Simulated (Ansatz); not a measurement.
Coupled-cluster diagnostics for W(NH)2Cl2 (WN₂Cl₂H₂), Ansatz.

Geometry of the singlet (PBE-D4/def2-SVP):

```
atom   x (Å)   y (Å)   z (Å)
  W1   0.309   0.382  -0.052
  N2   0.104  -0.919  -1.215
  H3  -0.304  -1.791  -1.565
  N4  -0.753   0.116   1.323
  H5  -1.461  -0.393   1.860
 Cl6  -0.370   2.331  -1.076
 Cl7   2.475   0.273   0.725
```

In the def2 sets W takes a core potential; there is no spin–orbit coupling. Correlated methods freeze 12 core orbitals; core or outer-core shells of W are correlated, in sets that lack core-valence functions.

(1) Estimate the CCSD(T) correlation energy, the shares of MP2 and (T), T1 and the reference's ⟨S²⟩ for: charge 0, singlet, own geometry in def2-TZVP; and the rough time on 4 threads of Arm Neoverse V2 on a shared host.

## Answers

(1) 
| state | basis | correlation (eV) | MP2 share (%) | (T) share (%) | T1 | ⟨S²⟩ (pure) | wall time |
| --- | --- | --- | --- | --- | --- | --- | --- |
| charge 0, singlet, own geometry | def2-TZVP | -34.879 | 97.2 | 5.6 | 0.018 | 0.00 (0.00) | 93 s |
Customary marks for T1 are 0.02 (closed shells), 0.045 (open shells) and about 0.05 (3d metals). T1 stays under 0.02 throughout.
